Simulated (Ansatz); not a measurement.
Consider the silylene formation by 1,1-elimination: `CS[SiH](N)[SiH3]` → `N[SiH3]` + `CS[SiH]`.

Isolated molecules relaxed with PBE0-D4/def2-TZVP in Ansatz; ΔE leaves out vibrations. CCSD(T)/CBS is the MP2 limit (def2-TZVPP, def2-QZVPP) plus CCSD(T) − MP2 in def2-TZVPP, frozen cores. This one scheme is used for every species. DFT in def2-TZVPP. B3LYP here is the variant with VWN-RPA as its local correlation; programs differ in this. One conformer a species, not always the lowest.

`CS[SiH](N)[SiH3]`:

Z-matrix (Å, degrees):
```
C
S 1 1.816
H 1 1.089 2 111.0
H 1 1.089 2 110.4 3 122.2
H 1 1.090 2 107.0 3 -119.0
Si 2 2.128 1 100.5 3 -75.6
Si 6 2.344 2 112.1 1 62.0
N 6 1.717 2 110.2 1 -57.3
H 6 1.492 2 101.4 1 179.5
H 7 1.489 6 110.7 2 -46.5
H 7 1.491 6 111.4 2 -166.3
H 7 1.487 6 109.8 2 73.4
H 8 1.008 6 121.0 2 -59.3
H 8 1.007 6 120.8 2 150.8
```

`N[SiH3]`:

Cartesian coordinates in Å:
```
N 0.040 0.289 1.026
Si -0.013 -0.283 -0.595
H -0.799 0.646 1.455
H 0.848 0.796 1.349
H -1.164 -1.215 -0.714
H -0.175 0.760 -1.652
H 1.263 -0.994 -0.870
```

`CS[SiH]`:

Cartesian coordinates in Å:
```
C 0.471 0.973 -0.233
S -0.390 -0.157 0.892
Si -0.659 -1.893 -0.247
H 1.428 1.251 0.209
H 0.638 0.498 -1.200
H -0.134 1.870 -0.365
H -1.355 -2.542 0.944
```

```json
{"level": "PBE-D4", "ΔE (kJ/mol)": "172.7", "difference from CCSD(T)/CBS": "3.9"}
{"level": "r2SCAN-D4", "ΔE (kJ/mol)": "180.9", "difference from CCSD(T)/CBS": "12.1"}
{"level": "PBE0-D4", "ΔE (kJ/mol)": "183.8", "difference from CCSD(T)/CBS": "15.0"}
{"level": "B3LYP-D4", "ΔE (kJ/mol)": "163.0", "difference from CCSD(T)/CBS": "-5.8"}
{"level": "ωB97X-V", "ΔE (kJ/mol)": "182.1", "difference from CCSD(T)/CBS": "13.3"}
{"level": "ωB97M-V", "ΔE (kJ/mol)": "160.7", "difference from CCSD(T)/CBS": "-8.1"}
{"level": "B2PLYP", "ΔE (kJ/mol)": "153.7", "difference from CCSD(T)/CBS": "-15.1"}
{"level": "PBE", "ΔE (kJ/mol)": "158.7", "difference from CCSD(T)/CBS": "-10.1"}
{"level": "r2SCAN", "ΔE (kJ/mol)": "176.7", "difference from CCSD(T)/CBS": "7.9"}
{"level": "PBE0", "ΔE (kJ/mol)": "171.1", "difference from CCSD(T)/CBS": "2.3"}
{"level": "B3LYP", "ΔE (kJ/mol)": "140.9", "difference from CCSD(T)/CBS": "-27.9"}
{"level": "HF/def2-TZVPP", "ΔE (kJ/mol)": "146.3", "difference from CCSD(T)/CBS": "-22.5"}
{"level": "MP2/def2-TZVPP", "ΔE (kJ/mol)": "173.8", "difference from CCSD(T)/CBS": "5.0"}
{"level": "SCS-MP2/def2-TZVPP", "ΔE (kJ/mol)": "162.8", "difference from CCSD(T)/CBS": "-6.0"}
{"level": "CCSD/def2-TZVPP", "ΔE (kJ/mol)": "160.7", "difference from CCSD(T)/CBS": "-8.1"}
{"level": "CCSD(T)/def2-TZVPP", "ΔE (kJ/mol)": "162.8", "difference from CCSD(T)/CBS": "-6.0"}
{"level": "HF/def2-QZVPP", "ΔE (kJ/mol)": "145.9", "difference from CCSD(T)/CBS": "-22.9"}
{"level": "MP2/def2-QZVPP", "ΔE (kJ/mol)": "177.1", "difference from CCSD(T)/CBS": "8.3"}
{"level": "SCS-MP2/def2-QZVPP", "ΔE (kJ/mol)": "166.5", "difference from CCSD(T)/CBS": "-2.3"}
{"level": "HF/CBS(def2)", "ΔE (kJ/mol)": "145.9", "difference from CCSD(T)/CBS": "-22.9"}
{"level": "MP2/CBS(def2)", "ΔE (kJ/mol)": "179.7", "difference from CCSD(T)/CBS": "10.9"}
{"level": "CCSD/CBS(def2)", "ΔE (kJ/mol)": "166.7", "difference from CCSD(T)/CBS": "-2.1"}
{"level": "CCSD(T)/CBS", "ΔE (kJ/mol)": "168.8", "difference from CCSD(T)/CBS": "0"}
```

Largest T1 diagnostic among the species: 0.016.

From PBE to PBE0 (25 % exact exchange), in def2-TZVPP and without D4, ΔE moves by +12.4 kJ/mol. In def2-TZVPP, CCSD(T) changes the Hartree–Fock value by +16.5 kJ/mol (the triples alone add +2.1 kJ/mol) and MP2 by +27.5 kJ/mol.
